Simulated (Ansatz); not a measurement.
One change: `FB[SiH2]Cl` becomes `[F][AlH][SiH2]Cl`.

Ansatz, PBE0-D4/def2-TZVP geometries, multiplicity 1. Each molecule was computed in one conformer, which needn't be the lowest.

| property | `FB[SiH2]Cl` |
| --- | --- |
| size of the dipole moment (PBE/def2-TZVPP) / D | 1.55 |
| HOMO energy (PBE/def2-TZVPP) / eV | -6.86 |
| LUMO energy (ωB97M-V/def2-TZVPP) / eV | 0.02 |
| HOMO energy (ωB97M-V/def2-TZVPP) / eV | -10.33 |
| LUMO energy (B3LYP/def2-TZVPP) / eV | -2.21 |
| zero-point energy (PBE0-D4/def2-TZVP) / kJ/mol | 88.3 |

Q: What does the change do to each property? (Estimate.)

A: The calculation gave: 
| property | `[F][AlH][SiH2]Cl` | shift |
| --- | --- | --- |
| size of the dipole moment (PBE/def2-TZVPP) / D | 0.05 | -1.50 |
| HOMO energy (PBE/def2-TZVPP) / eV | -6.69 | 0.17 |
| LUMO energy (ωB97M-V/def2-TZVPP) / eV | -0.34 | -0.36 |
| HOMO energy (ωB97M-V/def2-TZVPP) / eV | -9.85 | 0.48 |
| LUMO energy (B3LYP/def2-TZVPP) / eV | -2.20 | 0.01 |
| zero-point energy (PBE0-D4/def2-TZVP) / kJ/mol | 73.5 | -14.8 |

Dipoles are sizes alone; their direction can turn.

B3LYP here is the variant with VWN-RPA as its local correlation; programs differ in this.
